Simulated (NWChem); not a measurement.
SiN2H5OF; SMILES N[Si](F)(O)N

```xyz
10

N      0.7361     1.2494     1.0128
Si    -0.0444     0.0888     0.0569
N      0.2650    -1.4613     0.6970
O     -1.6038     0.6375    -0.0580
F      0.4610    -0.0588    -1.4883
H      1.6681     1.1038     1.3760
H      0.4524     2.2203     1.0088
H      0.3052    -2.2754     0.0971
H      0.0331    -1.6960     1.6535
H     -2.0789     0.3580    -0.8453
```
Atoms are numbered in this order, from 1.

All runs: NWChem. Structure relaxed at the PBE0/def2-SVP level. Atomic charges in e: unrestrained fits to the electrostatic potential beside Mulliken populations; buried atoms are poorly determined by the fit.

### Question
What does the run give for B3LYP/def2-SVP? Quantities: ESP N1; Mulliken N1; ESP Si2; Mulliken Si2; ESP N3; Mulliken N3; ESP O4; Mulliken O4; ESP F5; Mulliken F5; relative RMS misfit of the potential (%).

### Answer
ESP N1: -0.87
Mulliken N1: -0.35
ESP Si2: 1.24
Mulliken Si2: 0.79
ESP N3: -0.94
Mulliken N3: -0.36
ESP O4: -0.73
Mulliken O4: -0.39
ESP F5: -0.41
Mulliken F5: -0.36
relative RMS misfit of the potential (%): 22
